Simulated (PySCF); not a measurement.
A side-by-side comparison of computed properties.

First species: C5H5O2P.
SMILES with atom numbers: `[CH3:1][C:2](=[O:3])[c:4]1[cH:5][o:6][cH:7][p:8]1` (hydrogens: H9, H10, H11 on C1; H12 on C5; H13 on C7)

Cartesian coordinates in Å at the GFN2-xTB level; atoms count from 1:
```
atom  x, y, z in Å
C1    -2.1450   -0.1628   -0.2758
C2    -1.1739    0.2865    0.7830
O3    -1.5143    0.7822    1.8331
C4     0.2434    0.0789    0.4499
C5     1.2679    0.4239    1.2913
O6     2.4846    0.1732    0.8448
C7     2.4519   -0.3825   -0.3757
P8     0.9023   -0.6307   -1.0478
H9    -2.0068   -1.2254   -0.4689
H10   -1.9485    0.3755   -1.2016
H11   -3.1655    0.0228    0.0476
H12    1.1854    0.8718    2.2659
H13    3.4140   -0.6129   -0.7991
```

Second species: C5H8OSSi.
InChI=1S/C5H8OSSi/c1-4-3-5(7-2)6-8-4/h3H,1,8H2,2H3

Levels: wB97X-D/def2-SVPD for dipole moment, HOMO energy, LUMO energy, HOMO–LUMO gap, static isotropic polarisability and electronic spatial extent ⟨r²⟩ about the centre of nuclear charge; TDDFT wB97X-D/def2-SVPD for lowest singlet excitation; TDA wB97X-D/def2-SVPD for lowest triplet excitation (Tamm–Dancoff); GFN2-xTB for rotational constant A and rotational constant C. Geometries: GFN2-xTB. All species are isolated and taken at one optimised geometry, non-relativistic unless stated; the electronic structure was computed with PySCF and density fitting.

The conformers computed, where there is a choice (atom-mapped SMILES and torsion angles):
- `[CH3:1][C:2](=[O:3])[c:4]1[cH:5][o:6][cH:7][p:8]1`: C1–C2–C4–C5 180°
- `[CH2:1]=[C:2]1[CH:3]=[C:4]([S:5][CH3:6])[O:7][SiH2:8]1`: C3–C4–S5–C6 180°

| property | column X | column Y |
| --- | --- | --- |
| dipole moment | 2.30 D | 1.51 D |
| HOMO energy | -9.16 eV | -7.33 eV |
| LUMO energy | 0.08 eV | 0.90 eV |
| HOMO–LUMO gap | 9.24 eV | 8.23 eV |
| lowest singlet excitation | 4.05 eV | 4.61 eV |
| lowest triplet excitation (Tamm–Dancoff) | 3.36 eV | 2.82 eV |
| static isotropic polarisability | 84.8 au | 115.3 au |
| electronic spatial extent ⟨r²⟩ about the centre of nuclear charge | 1084 bohr² | 1525 bohr² |
| rotational constant A | 3.455 GHz | 3.197 GHz |
| rotational constant C | 1.017 GHz | 0.738 GHz |

(1) Which column belongs to which species?

(2) How does each property change from the first species to the second?

Answers

(1) Column X is the first species and column Y the second. The first has 13 atoms and 66 electrons, the second 16 and 76.

(2) dipole moment -0.79 D; HOMO energy +1.83 eV; LUMO energy +0.82 eV; HOMO–LUMO gap -1.01 eV; lowest singlet excitation +0.56 eV; lowest triplet excitation (Tamm–Dancoff) -0.54 eV; static isotropic polarisability +30.5 au; electronic spatial extent ⟨r²⟩ about the centre of nuclear charge +441 bohr²; rotational constant A -0.258 GHz; rotational constant C -0.279 GHz.

On the first: In wavenumbers S1 is 32600 cm⁻¹ (1 eV = 8065.54 cm⁻¹). No computed singlet falls in the visible range (750 to 380 nm, 1.65 to 3.26 eV); S1 lies 0.79 eV above its blue end.

On the second: A dipole of 1.51 D is allowed in Cs, and pure rotational transitions are dipole-allowed. The dipole equals about 5.0 × 10⁻³⁰ C·m (1 D = 3.33564 × 10⁻³⁰ C·m).
